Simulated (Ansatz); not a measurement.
Geometry optimisation, RKS BHLYP-D4/def2-SVP (Ansatz 0.2.0).

The input (input.yaml):

```yaml
crystal:
  periodic: [false, false, false]
  atoms:
    - { symbol: "N", position_ang: [-1.7776, -0.5678, -1.5859] }
    - { symbol: C, position_ang: [-0.6708, 0.1979, -1.0524] }
    - { symbol: Si, position_ang: [0.0046, -0.5854, 0.4814] }
    - { symbol: F, position_ang: [-1.0948, -0.7623, 1.5389] }
    - { symbol: Si, position_ang: [1.7155, 0.7645, 1.2905] }
    - { symbol: F, position_ang: [1.1893, 2.2886, 1.5274] }
    - { symbol: H, position_ang: [-1.5543, -1.4877, -1.8092] }
    - { symbol: H, position_ang: [-2.5308, -0.5508, -0.9029] }
    - { symbol: H, position_ang: [-0.9743, 1.2455, -0.7946] }
    - { symbol: H, position_ang: [0.1066, 0.2541, -1.8033] }
    - { symbol: H, position_ang: [0.5464, -1.9462, 0.1872] }
    - { symbol: H, position_ang: [2.2688, 0.2688, 2.6165] }
    - { symbol: H, position_ang: [2.7919, 0.846, 0.3212] }
basis:
  gaussian: { orbitals: def2-SVP }
hamiltonian:
  xc: { name: BHLYP }
  dispersion: d4
relax:
  f_tol: 0.015
  max_steps: 40
output:
  orbitals: {}
```

Command:

```bash
$ ansatz run input.yaml --threads 2 --pin off --max-ram 3072MiB --backend cpu --events-out ev --progress --plain --runs-dir out
```

Problem. Where does it end, and by what steps?

Solution. It converged. The force dipped under the threshold on the way, but the program's further checks kept it going. After 14 steps the energy has fallen by 0.337 eV; H13 moved furthest, 0.37 Å.

```csv
step,energy less start (eV),largest force component (eV/Å),accepted
0,0.0000,3.267,yes
1,-0.2242,1.838,yes
2,-0.3107,0.541,yes
3,-0.3190,0.399,yes
4,-0.3296,0.140,yes
5,-0.3334,0.054,yes
6,-0.3333,0.133,no
7,-0.3344,0.021,yes
8,-0.3353,0.055,yes
9,-0.3356,0.063,yes
10,-0.3361,0.058,yes
11,-0.3364,0.036,yes
12,-0.3365,0.004,yes
13,-0.3366,0.007,yes
14,-0.3366,0.011,yes
```

```xyz
13
Properties=species:S:1:pos:R:3
N -1.900 -0.513 -1.534
C -0.715 0.199 -1.075
Si 0.132 -0.599 0.401
F -1.034 -0.847 1.511
Si 1.782 0.762 1.362
F 1.210 2.281 1.304
H -1.670 -1.444 -1.852
H -2.568 -0.617 -0.784
H -0.991 1.225 -0.807
H -0.005 0.304 -1.904
H 0.666 -1.937 0.047
H 2.078 0.430 2.772
H 3.036 0.722 0.575
```

Whether the end is a true minimum wasn't checked by a vibrational analysis.

Time of the run: 64 s on 2 threads of Arm Neoverse V2, on a shared host, peak memory 0.32 GiB.
